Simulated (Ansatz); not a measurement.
Consider the ligand exchange at a B–F bond: `NBF` + `PS` → `NBPS` + H–F.

Gas-phase electronic energies from Ansatz, PBE0-D4/def2-TZVP geometries. CCSD(T)/CBS is the MP2 limit (def2-TZVPP, def2-QZVPP) plus CCSD(T) − MP2 in def2-TZVPP, frozen cores. This one scheme is used for every species. Functionals use def2-TZVPP. B3LYP here is the variant with VWN-RPA as its local correlation; programs differ in this. HSE06 is defined as in plane-wave codes. One conformer a species, not always the lowest.

```
             level  ΔE (kJ/mol)  difference from CCSD(T)/CBS
       LDA (SPW92)        127.4                          1.9
            PBE-D4        121.2                         -4.3
         revPBE-D4        115.5                        -10.0
           BLYP-D4        132.8                          7.3
         r2SCAN-D4        135.0                          9.5
           PBE0-D4        124.5                         -1.0
          B3LYP-D4        136.2                         10.7
        r2SCAN0-D4        135.1                          9.6
          BHLYP-D4        143.1                         17.6
      CAM-B3LYP-D4        144.0                         18.5
           ωB97X-V        135.6                         10.1
           ωB97M-V        137.0                         11.5
            B2PLYP        140.6                         15.1
          PBE-QIDH        129.7                          4.2
               PBE        127.6                          2.1
            revPBE        128.3                          2.8
              BLYP        145.7                         20.2
            r2SCAN        136.7                         11.2
              PBE0        130.2                          4.7
             B3LYP        146.5                         21.0
           r2SCAN0        137.2                         11.7
             HSE06        130.0                          4.5
             BHLYP        152.2                         26.7
         CAM-B3LYP        150.0                         24.5
           LC-ωPBE        134.9                          9.4
RPA@PBE/def2-TZVPP        131.2                          5.7
       HF/def2-SVP        170.3                         44.8
      MP2/def2-SVP        146.2                         20.7
     CCSD/def2-SVP        150.5                         25.0
  CCSD(T)/def2-SVP        147.2                         21.7
     HF/def2-TZVPP        164.1                         38.6
    MP2/def2-TZVPP        126.6                          1.1
SCS-MP2/def2-TZVPP        134.1                          8.6
   CCSD/def2-TZVPP        135.4                          9.9
CCSD(T)/def2-TZVPP        130.1                          4.6
     HF/def2-QZVPP        164.9                         39.4
    MP2/def2-QZVPP        124.3                         -1.2
SCS-MP2/def2-QZVPP        131.9                          6.4
      HF/CBS(def2)        165.0                         39.5
    CCSD/CBS(def2)        130.9                          5.4
       CCSD(T)/CBS        125.5                            0
```

Largest T1 diagnostic among the species: 0.014.

At CCSD(T), def2-SVP lies +21.7 kJ/mol from the extrapolated value and def2-TZVPP +4.5 kJ/mol. In def2-TZVPP, CCSD(T) changes the Hartree–Fock value by −34.0 kJ/mol (the triples alone add −5.4 kJ/mol) and MP2 by −37.5 kJ/mol. Leaving LDA and LC-ωPBE aside and taking each functional with its dispersion term where it has one, the values spread over 28.5 kJ/mol, from revPBE-D4 to CAM-B3LYP-D4.
